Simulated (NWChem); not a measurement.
Species: SnH₃OBr; SMILES [OH][SnH2][Br]

```xyz
6

Sn    -0.2956    -0.8110    -0.0007
O      1.4639    -1.7113    -0.0508
Br     0.0904     1.6590    -0.0054
H     -1.0397    -1.2586    -1.4622
H     -1.1188    -1.1620     1.4554
H      2.0647    -1.4045     0.6384
```
Atoms are numbered in this order, from 1.

All runs: NWChem. Coordinates come from a PBE0/def2-SVP optimisation. def2 effective core potentials on Sn; no spin-orbit coupling.

For level PBE/def2-SVP:

```yaml
highest occupied level (eV): -6.79
orbital gap (eV): 4.91
```

Problem. Estimate the same quantities for level B3LYP/def2-SVP.

Solution. 
| Quantity | Value |
|---|---|
| highest occupied level (eV) | -7.85 |
| orbital gap (eV) | 6.59 |
